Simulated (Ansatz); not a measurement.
silacyclobutane (C$_{3}$H$_{8}$Si), singlet, at a GFN2-xTB geometry; CCSD(T)/STO-3G run with Ansatz (a first-principles code).

Input for Ansatz:
Ansatz 0.2 input:
```yaml
crystal:
  periodic: [false, false, false]
  atoms:
    - {symbol: C, position_ang: [0.94016925, 0.39805364, 0.93756297]}
    - {symbol: C, position_ang: [0.99930330, -0.74626934, -0.09591889]}
    - {symbol: Si, position_ang: [-0.77881964, -0.36144439, -0.68319456]}
    - {symbol: C, position_ang: [-0.38448642, 1.07057269, 0.52035540]}
    - {symbol: H, position_ang: [1.79758492, 1.06860867, 0.88594702]}
    - {symbol: H, position_ang: [0.88094386, 0.00849054, 1.95305098]}
    - {symbol: H, position_ang: [1.76805182, -0.57948533, -0.84803349]}
    - {symbol: H, position_ang: [1.18886207, -1.72221791, 0.34515954]}
    - {symbol: H, position_ang: [-1.81068026, -1.29894242, -0.23630310]}
    - {symbol: H, position_ang: [-0.96271943, -0.02265274, -2.09491916]}
    - {symbol: H, position_ang: [-0.22126520, 2.03238174, 0.03791393]}
    - {symbol: H, position_ang: [-1.06721963, 1.23989694, 1.34991129]}
basis:
  gaussian:
    orbitals: STO-3G
magnetization: {spin_polarized: false}
correlation: {method: ccsd_t}
```

Output, abridged:

```
Functional definition: HF
416 factors; integrals over basis functions are off by at most 3.3e-5 eV
mean field evaluation 1: about -10951.1975 eV, gradient 1.2e1 eV
mean field evaluation 2: about -10951.3863 eV, gradient 1.2e1 eV
mean field evaluation 4: about -10952.0475 eV, gradient 5.3e-1 eV
mean field evaluation 8: about -10952.0478 eV, gradient 1.8e-6 eV
mean field evaluation 16: about -10952.0478 eV, gradient 3.5e-7 eV
mean field -10952.04781808 eV, -402.4803337500 hartree, gradient 3.5e-7 eV, S^2 0.000000; 0 other end points of the search recorded, 0 dependent functions left out
8 core orbitals not correlated
reference -10952.04781808 eV, -402.4803337500 hartree; 12, 12 occupied and 12, 12 virtual orbitals, 416 factors
second order -5.32378155 eV of doubles, -0.00000000 eV of singles
cycle   1  -6.49136630 eV  change    -1.2e0 eV  update   7.8e-2
cycle   2  -7.04010184 eV  change   -5.5e-1 eV  update   3.0e-2
cycle   3  -7.06780868 eV  change   -2.8e-2 eV  update   5.2e-3
cycle   4  -7.07239119 eV  change   -4.6e-3 eV  update   1.5e-3
cycle   5  -7.07239854 eV  change   -7.4e-6 eV  update   3.4e-4
cycle   6  -7.07229060 eV  change    1.1e-4 eV  update   8.5e-5
cycle   7  -7.07230116 eV  change   -1.1e-5 eV  update   2.8e-5
perturbative correction -0.05486557 eV, -0.0020162724 hartree
Total energy: -10959.17498481 eV, -402.7422522962 hartree
```
